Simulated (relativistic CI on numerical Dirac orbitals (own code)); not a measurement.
Radial parameters of Ni XI

Calculated at this level of theory: Dirac-Coulomb-Breit CI, separate exchange-only KLI orbitals for each configuration, model QED, unscaled Slater integrals (own radial code, finite nucleus).

Slater integrals F^k, G^k are unscaled and averaged over j, outside the closed core [Ne]; ζ comes from projecting the Hamiltonian with its Breit term on Σ l·s of the shell.

- 3s²3p⁵3d: ζ(3p) = 15218, F^2(3p,3d) = 145850, G^1(3p,3d) = 170290, G^3(3p,3d) = 109040, ζ(3d) = 1305.4 cm⁻¹; <r>(3p) = 0.6756, <r^2>(3p) = 0.5271, <r>(3d) = 0.6498, <r^2>(3d) = 0.4974 (bohr units).
- 3s3p⁶3d: G^2(3s,3d) = 131250, ζ(3d) = 1341.1 cm⁻¹; <r>(3s) = 0.672, <r^2>(3s) = 0.5146, <r>(3d) = 0.651, <r^2>(3d) = 0.4993 (bohr units).
- 3s²3p⁵4s: ζ(3p) = 15753, G^1(3p,4s) = 16732 cm⁻¹; <r>(3p) = 0.6656, <r^2>(3p) = 0.5115, <r>(4s) = 1.413, <r^2>(4s) = 2.237 (bohr units).

Averages of the first 10 configurations, taken without configuration mixing, which lowers the lowest level and can move excited configurations by several eV; other configurations of the list can lie among them:

```csv
Configuration,Parity,States,Average energy above the lowest level (eV)
3s²3p⁶,even,1,0.2
3s²3p⁵3d,odd,60,64.4
3s3p⁶3d,even,20,114.8
3s²3p⁵4s,odd,12,158.3
3s²3p⁵4p,even,36,173.4
3s²3p⁵4d,odd,60,195.7
3s3p⁶4s,even,4,209.7
3s²3p⁵4f,even,84,212.8
3s3p⁶4p,odd,12,224.2
3p⁶3d²,even,45,232.0
```
